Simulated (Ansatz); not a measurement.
Cartesian coordinates in Å:
```
O -1.3100 0.4699 0.2294
C -0.1024 -0.0457 0.0386
S 0.9597 1.1919 -0.5538
Se 0.3024 -1.7524 0.3598
H -1.8745 -0.2462 0.5590
H 2.0249 0.3825 -0.6330
```

Charge 0, multiplicity 1.

(1) List the ωB97M-V/def2-TZVPP orbital energies in eV (Ansatz). (An estimate is asked.)

Answers

(1) Ansatz gave: Occupied: -12367.51, -2428.08, -1587.81, -1422.58, -1422.54, -1422.50, -528.34, -285.95, -222.05, -217.27, -165.17, -165.07, -164.97, -160.25, -160.10, -159.95, -60.16, -60.11, -60.00, -59.87, -59.86, -34.17, -25.81, -22.70, -20.73, -16.54, -15.89, -15.50, -14.24, -12.20, -11.19, -9.02, -8.72. Lowest empty: 0.22, 1.50, 2.39, 3.25, 4.11, 5.26, 5.53, 6.43.
